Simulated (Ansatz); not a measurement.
Consider the redistribution: `Cl[Si](Cl)(Cl)Br` + `C[SiH](N)BF` → `FB[Si](Cl)(Cl)Cl` + `C[SiH](N)Br`.

Program: Ansatz. Geometries: PBE0-D4/def2-TZVP. ΔE: electronic, gas phase. CCSD(T)/CBS adds triple-zeta CCSD(T) − MP2 to the extrapolated MP2 energy (def2 sets, frozen cores). Functionals use def2-TZVPP. B3LYP here is the variant with VWN-RPA as its local correlation; programs differ in this. For Br outer-core shells are correlated without core-valence functions, which leaves a few kJ/mol of doubt a bond. Scalar relativity is left out up to krypton. One conformer a species, not always the lowest.

```json
{"level": "PBE-D4", "ΔE (kJ/mol)": "-44.4", "difference from CCSD(T)/CBS": "-1.3"}
{"level": "r2SCAN-D4", "ΔE (kJ/mol)": "-46.8", "difference from CCSD(T)/CBS": "-3.7"}
{"level": "PBE0-D4", "ΔE (kJ/mol)": "-44.9", "difference from CCSD(T)/CBS": "-1.8"}
{"level": "B3LYP-D4", "ΔE (kJ/mol)": "-46.2", "difference from CCSD(T)/CBS": "-3.1"}
{"level": "ωB97X-V", "ΔE (kJ/mol)": "-44.5", "difference from CCSD(T)/CBS": "-1.4"}
{"level": "ωB97M-V", "ΔE (kJ/mol)": "-44.5", "difference from CCSD(T)/CBS": "-1.4"}
{"level": "B2PLYP", "ΔE (kJ/mol)": "-46.5", "difference from CCSD(T)/CBS": "-3.4"}
{"level": "PBE", "ΔE (kJ/mol)": "-45.4", "difference from CCSD(T)/CBS": "-2.3"}
{"level": "r2SCAN", "ΔE (kJ/mol)": "-46.8", "difference from CCSD(T)/CBS": "-3.7"}
{"level": "PBE0", "ΔE (kJ/mol)": "-45.7", "difference from CCSD(T)/CBS": "-2.6"}
{"level": "B3LYP", "ΔE (kJ/mol)": "-48.1", "difference from CCSD(T)/CBS": "-5.0"}
{"level": "HF/def2-TZVPP", "ΔE (kJ/mol)": "-53.4", "difference from CCSD(T)/CBS": "-10.3"}
{"level": "MP2/def2-TZVPP", "ΔE (kJ/mol)": "-43.4", "difference from CCSD(T)/CBS": "-0.3"}
{"level": "SCS-MP2/def2-TZVPP", "ΔE (kJ/mol)": "-44.2", "difference from CCSD(T)/CBS": "-1.1"}
{"level": "CCSD/def2-TZVPP", "ΔE (kJ/mol)": "-45.5", "difference from CCSD(T)/CBS": "-2.4"}
{"level": "CCSD(T)/def2-TZVPP", "ΔE (kJ/mol)": "-44.7", "difference from CCSD(T)/CBS": "-1.6"}
{"level": "HF/def2-QZVPP", "ΔE (kJ/mol)": "-52.9", "difference from CCSD(T)/CBS": "-9.8"}
{"level": "MP2/def2-QZVPP", "ΔE (kJ/mol)": "-42.3", "difference from CCSD(T)/CBS": "0.8"}
{"level": "SCS-MP2/def2-QZVPP", "ΔE (kJ/mol)": "-43.4", "difference from CCSD(T)/CBS": "-0.3"}
{"level": "HF/CBS(def2)", "ΔE (kJ/mol)": "-52.8", "difference from CCSD(T)/CBS": "-9.7"}
{"level": "MP2/CBS(def2)", "ΔE (kJ/mol)": "-41.7", "difference from CCSD(T)/CBS": "1.4"}
{"level": "CCSD/CBS(def2)", "ΔE (kJ/mol)": "-43.8", "difference from CCSD(T)/CBS": "-0.7"}
{"level": "CCSD(T)/CBS", "ΔE (kJ/mol)": "-43.1", "difference from CCSD(T)/CBS": "0"}
```

Largest T1 diagnostic among the species: 0.012.

In def2-TZVPP, CCSD(T) changes the Hartree–Fock value by +8.6 kJ/mol (the triples alone add +0.7 kJ/mol) and MP2 by +10.0 kJ/mol.
